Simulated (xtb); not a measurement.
Si(Me)(vinyl)(OH)2 (C₃H₈O₂Si), SMILES C=C[Si](C)(O)O. All values are semi-empirical tight-binding results from xtb (GFN2-xTB unless named), good for trends rather than for accurate numbers. Geometry optimised at GFN2-xTB. Other conformers were not sampled.

orbital gap: 4.38 eV
dipole moment: 1.63 D
zero-point energy: 66.3 kcal/mol
G − E(el) at 298.15 K (modified RRHO): 45.0 kcal/mol
static polarisability (D4 model): 77.6 bohr³
solvation energy, GFN2-xTB/ALPB(water): -7.5 kcal/mol
solvation energy, GFN2-xTB/ALPB(ch2cl2): -5.8 kcal/mol
